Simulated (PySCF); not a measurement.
## Atomic charges by several schemes

H6O3Si3.
Z-matrix (Å and degrees, GFN2-xTB geometry), rows numbered from 1:
```
O 
Si  1  1.6087
O   2  1.6317  1  112.46
Si  3  1.6468  2  124.35  1  -128.86
Si  4  2.3170  3   94.06  2     4.88
O   2  1.6317  1  112.51  3  -115.31
H   1  0.9545  2  121.33  3    57.74
H   2  1.4397  1  107.19  3   122.34
H   4  1.4652  3  104.55  2  -116.78
H   4  1.4663  3  103.18  2   126.95
H   5  1.4651  4  119.21  3  -109.11
H   5  1.4665  4  120.00  3   107.66
```

Density: PBE0/pcSseg-1 (PySCF); schemes: Mulliken, IAO, Hirshfeld and ESP-fitted. Isolated species at its GFN2-xTB geometry (one conformer only).

Q: Which atoms carry the highest charge in the Mulliken, IAO, Hirshfeld and ESP-fitted schemes?

A: All schemes agree: Mulliken Si2 (+1.192); IAO Si2 (+1.474); Hirshfeld Si2 (+0.503); ESP-fitted Si2 (+0.946).

Q: At which atom do the 4 schemes differ most?

A: At Si2: from +0.503 (Hirshfeld) to +1.474 e (IAO), 0.971 e apart.

Q: What partial charge does each atom carry?

A: In e:

| atom | environment | Mulliken | IAO | Hirshfeld | ESP-fitted |
| --- | --- | --- | --- | --- | --- |
| O1 | silanol oxygen | -0.530 | -0.781 | -0.302 | -0.717 |
| Si2 | oxygen-bound silicon | +1.192 | +1.474 | +0.503 | +0.946 |
| O3 | siloxane oxygen | -0.736 | -0.891 | -0.318 | -0.500 |
| Si4 | oxygen-bound silicon | +0.530 | +0.687 | +0.315 | +0.355 |
| Si5 | oxygen-bound silicon | +0.530 | +0.687 | +0.316 | +0.362 |
| O6 | siloxane oxygen | -0.737 | -0.892 | -0.318 | -0.502 |
| H7 | hydroxyl hydrogen | +0.251 | +0.370 | +0.186 | +0.458 |
| H8 | Si–H hydrogen | -0.151 | -0.174 | -0.075 | -0.118 |
| H9 | Si–H hydrogen | -0.085 | -0.121 | -0.076 | -0.071 |
| H10 | Si–H hydrogen | -0.089 | -0.120 | -0.078 | -0.070 |
| H11 | Si–H hydrogen | -0.085 | -0.121 | -0.076 | -0.072 |
| H12 | Si–H hydrogen | -0.089 | -0.120 | -0.077 | -0.071 |

Mean size of the charges over all atoms: IAO 0.536 e, Mulliken 0.417 e, ESP-fitted 0.353 e, Hirshfeld 0.220 e. Each set sums to the total charge, 0, to within 0.001 e. The ESP scheme fits charges at the nuclei, held to the total charge, to the electrostatic potential on points at 1.4 to 2.0 times the van der Waals radii.

Q: How closely do the schemes follow one another over all atoms?

A: Correlation coefficient and root-mean-square difference: Mulliken with IAO 1.00, 0.147 e; IAO with Hirshfeld 0.99, 0.424 e; Mulliken with Hirshfeld 0.98, 0.286 e; IAO with ESP-fitted 0.98, 0.262 e; Hirshfeld with ESP-fitted 0.97, 0.207 e; Mulliken with ESP-fitted 0.96, 0.161 e.

Q: How many electrons does the Hirshfeld scheme count on O6?

A: Z − q = 8 − (-0.318) = 8.318.

Q: Sum the charges by element.

A: 
```
element  atoms  Mulliken     IAO  Hirshfeld  ESP-fitted
      O      3    -2.003  -2.564     -0.939      -1.719
     Si      3    +2.252  +2.848     +1.134      +1.663
      H      6    -0.249  -0.284     -0.196      +0.056
```
